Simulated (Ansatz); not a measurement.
Start from `C#C[SiH2]CN` and change one atom or group to get `NC[SiH2][SiH2]Cl`.

Ansatz, PBE0-D4/def2-TZVP geometries, multiplicity 1. Each molecule was computed in one conformer, which needn't be the lowest.

```
                                        property  `C#C[SiH2]CN`
           HOMO–LUMO gap (B3LYP/def2-TZVPP) / eV           6.40
               LUMO energy (PBE/def2-TZVPP) / eV          -1.03
         HOMO–LUMO gap (ωB97M-V/def2-TZVPP) / eV          11.13
size of the dipole moment (B3LYP/def2-TZVPP) / D           1.62
              HOMO energy (PBE0/def2-TZVPP) / eV          -6.94
              LUMO energy (PBE0/def2-TZVPP) / eV          -0.10
```

**Question.** Give the same properties after the change, and the shifts. (Best estimate.)

**Answer.** Ansatz gave: 
```tsv
property	`NC[SiH2][SiH2]Cl`	shift
HOMO–LUMO gap (B3LYP/def2-TZVPP) / eV	6.21	-0.19
LUMO energy (PBE/def2-TZVPP) / eV	-1.31	-0.28
HOMO–LUMO gap (ωB97M-V/def2-TZVPP) / eV	10.77	-0.36
size of the dipole moment (B3LYP/def2-TZVPP) / D	1.15	-0.47
HOMO energy (PBE0/def2-TZVPP) / eV	-7.07	-0.13
LUMO energy (PBE0/def2-TZVPP) / eV	-0.45	-0.35
```

With PBE0 the HOMO falls by 0.13 eV and the LUMO falls by 0.35 eV, so the gap narrows by about 0.22 eV. PBE moves the HOMO by -0.13 eV and ωB97M-V by -0.09 eV. Dipoles are sizes alone; their direction can turn.

B3LYP here is the variant with VWN-RPA as its local correlation; programs differ in this.
